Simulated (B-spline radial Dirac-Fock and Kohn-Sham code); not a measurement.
What relativity does to the binding energies of Ir⁷⁺

System: Ir⁷⁺, configuration [Xe] 4f14 5d2.

Both columns are ΔSCF binding energies of the configuration average from a radial atomic solver: non-relativistic Hartree-Fock with a point nucleus, and Dirac-Fock with a finite nucleus and the Coulomb interaction alone, averaged over the two j levels with weights 2j+1.

```tsv
shell	Hartree-Fock (eV)	Dirac-Fock (eV)	shift (eV)	shift (%)
1s	69863.3	76625.2	+6761.81	+9.68
2s	11789.6	13595.3	+1805.64	+15.32
2p	11303.7	11908.4	+604.71	+5.35
3s	2858.7	3307.8	+449.14	+15.71
3p	2631.3	2800.3	+169.01	+6.42
3d	2211.5	2192.6	-18.90	-0.85
4s	704.9	816.6	+111.66	+15.84
4p	606.9	646.3	+39.38	+6.49
4d	427.9	422.3	-5.65	-1.32
4f	189.3	176.4	-12.89	-6.81
5s	190.7	211.7	+21.01	+11.02
5p	155.5	161.4	+5.82	+3.74
5d	105.3	103.5	-1.83	-1.74
```

Relativity binds 1s, 2s, 2p, 3s, 3p, 4s, 4p, 5s, 5p more strongly, among those listed most of all 4s in relative terms, and 3d, 4d, 4f, 5d more weakly, because the contracted s and p shells screen the nucleus better.

Values without a named source are computed, but for edge energies of neutral atoms, which are taken from tables.
